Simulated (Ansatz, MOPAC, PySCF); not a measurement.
Molecule: C3H6Cl2Si (charge 0, singlet). SMILES: ClC1(Cl)C[SiH2]C1
Structure (B3LYP-D3(BJ)/def2-TZVP (Ansatz, a program for electronic structure) minimum search):
```
C
C 1 1.5411
H 2 1.0847 1 115.02
H 2 1.0911 3 109.41 1 -123.48
C 1 1.5411 2 101.60 3 148.52
H 5 1.0847 1 115.02 2 -148.52
H 5 1.0911 6 109.41 1 123.48
Cl 1 1.8084 2 114.35 3 -87.78
Cl 1 1.8129 2 109.00 3 33.55
Si 2 1.9024 3 124.19 4 -132.41
H 10 1.4763 2 116.26 3 -22.58
H 10 1.4802 11 110.08 2 -135.58
```

Wanted: vertical ionisation energy to the doublet, in eV. Set-up: dispersion terms only where a functional's name holds one; 6-311+G** with 5d, 6d on Na to Ar in Ansatz; open shells spin-unrestricted; non-relativistic; each state is the SCF solution reached for its charge and spin; six Cartesian d functions in 6-31G* and its kin unless marked 5d; no spin-orbit coupling. Ab initio and DFT rows: single points at B3LYP-D3(BJ) geometries (Ansatz). Semi-empirical rows: differences of heats of formation at the shared geometry for vertical values.

| level | program | vertical ionisation energy to the doublet (eV) |
|---|---|---|
| AM1 | MOPAC | 10.95 |
| PM3 | MOPAC | 10.06 |
| PBE/6-311+G** | Ansatz | 9.82 |
| B3LYP/6-31G* | Ansatz | 10.11 |
| B3LYP/6-311+G** | Ansatz | 10.22 |
| M06-2X/6-31G* (5d) | PySCF | 10.58 |
| B3LYP/def2-TZVPD | Ansatz | 10.18 |
| wB97X-V/def2-TZVPD | Ansatz | 10.67 |

No value to compare with is used here. The 6 habitual levels span 9.82 (PBE/6-311+G**) to 10.95 eV (AM1); wB97X-V/def2-TZVPD gives 10.67.

The levels are drawn from those run, B3LYP/6-31G* more often than the rest, none by its result; left out are runs that failed, that the program found above a lower state of the same kind, or whose <S^2> lies over 0.5 above the pure value.
